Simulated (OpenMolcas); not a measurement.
Co3+ among 6 point charges of -1 e arranged as a trigonal prism (D3h), 1.73 Å from the ion, with a polar angle of 56.0° against the regular 49.1°.
```
   1.4338    0.0000    0.9681  -1.00
  -0.7169    1.2417    0.9681  -1.00
  -0.7169   -1.2417    0.9681  -1.00
   1.4338    0.0000   -0.9681  -1.00
  -0.7169    1.2417   -0.9681  -1.00
  -0.7169   -1.2417   -0.9681  -1.00
```

```
Program             : OpenMolcas 26.06
Method              : SS-CASPT2, IPEA 0.25 Eh, imaginary shift 0.1 Eh (closed shells correlated: 3s 3p)
Basis               : ANO-RCC-VDZP [5s4p2d1f]
Scalar Hamiltonian  : DKH2, point nucleus
Active space        : 6 electrons in 5 orbitals (3d)
State averaging     : 2S+1 = 5 even, 5 roots; 2S+1 = 3 even, 45 roots; 2S+1 = 1 even, 50 roots
Spin-orbit coupling : RASSI with atomic mean-field integrals over the reference wave functions
```

(1) What is the spin-free ground state (labels of D3, the rotations of D3h)?

(2) Where is the first state of the same spin?

(3) What are the lowest two levels with spin-orbit coupling?

(4) What is χT at 300 K, and how does it compare with the textbook value?

## Answers

(1) 5A1, 1-fold in its orbital part, 100 % from free-ion D terms; it has the highest spin that d6 allows.

(2) 5E at 1920 cm-1 above the ground state.

(3) A 1-fold level A1, then a 2-fold level E 25 cm-1 above it. Their leading multiplicities are 5 (100 %) and 5 (100 %).

(4) The lowest level has 2S+1 = 5, for which the spin-only value is χT = S(S+1) / 2 = 3.000 cm3 K/mol (g = 2). The computed 3.775 at 300 K differs by +0.775, through orbital momentum, spin-orbit coupling and any other state in reach.

Roots that are degenerate in the reference are averaged as groups; the widest CASPT2 spread within a group is 110 cm-1 (the 2-fold group of multiplicity 5 near 1920 cm-1 above the lowest state of its run). Shifts and gaps below about the spread of the groups concerned are not significant. Point charges give a weaker field than real ligands, and real ions of this kind are often low spin; the high spin found here belongs to the model. The ground term spreads over less than 5000 cm-1, several times less than with real ligands, so orbital moments are less quenched and χT lies further from the spin-only value than at real sites. Free-ion shares, where given, are those of the reference states; single-state CASPT2 does not remix them. Point charges carry no covalency, so the field is a model and not that of real ligands. No measured value stands beside these numbers.
